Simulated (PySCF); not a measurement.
C3H6GeO, SMILES C[C]1=C[O][GeH2]1. The structure is a stationary point at PBE-D3(BJ)/def2-SVP. This is a generated structure with no PubChem entry under its InChIKey; it may be hypothetical.

Question: Give the equilibrium geometry at PBE-D3(BJ)/def2-SVP (PySCF confirms it by a frequency run) as a Z-matrix, and its point group. (An estimate is asked for; the answer gives what the named calculation found.)

Answer: point group Cs.
```
C
C 1 1.3653
O 2 1.3721 1 114.12
H 2 1.1081 1 129.33 3 180.00
C 1 1.4891 2 132.62 4 0.00
H 5 1.1105 1 110.62 2 0.00
H 5 1.1118 6 107.23 1 122.92
H 5 1.1118 6 107.23 7 114.15
Ge 3 1.9050 2 87.14 4 180.00
H 9 1.5527 3 110.19 2 118.53
H 9 1.5527 10 111.09 3 -122.41
```
Charge 0, spin multiplicity 1.
